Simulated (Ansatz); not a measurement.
Species: sum formula H₃Si₂OCl₂, net charge -1, singlet state. It need not be the lowest isomer of its formula. Whether it binds its extra electron was not tested at this geometry. 
Coordinates optimised at B3LYP-D3(BJ)/def2-TZVP (Ansatz, a quantum-chemistry and plane-wave program):
```xyz
8

Si     0.2643    -0.1565     0.3198
Cl     1.2293     1.3380     1.4383
Cl     1.4994    -0.4290    -1.3462
O     -1.1968     0.3037    -0.0567
Si    -2.6081    -0.7767    -0.4607
H      0.3962    -1.3867     1.1127
H     -2.6216    -1.5389     0.8860
H     -1.7749    -1.8919    -1.1376
```
Charge -1, spin multiplicity 1.

Basis-set convergence of Hartree-Fock and MP2 correlation energies (hartree) with Ansatz. Correlated levels leave the core frozen unless marked. Spin-orbit coupling is left out. Non-relativistic. This anion needs diffuse functions, which these sets lack.

| basis | functions | E(HF) | E(corr, MP2) |
|---|---|---|---|
| cc-pV(D+d)Z | 121 | -1573.67791 | -0.65526 |
| cc-pV(T+d)Z | 228 | [?] | [?] |

Question: Fill in the missing entries.

Answer: 
- cc-pV(T+d)Z, E(HF): -1573.77085
- cc-pV(T+d)Z, E(corr, MP2): -0.86229
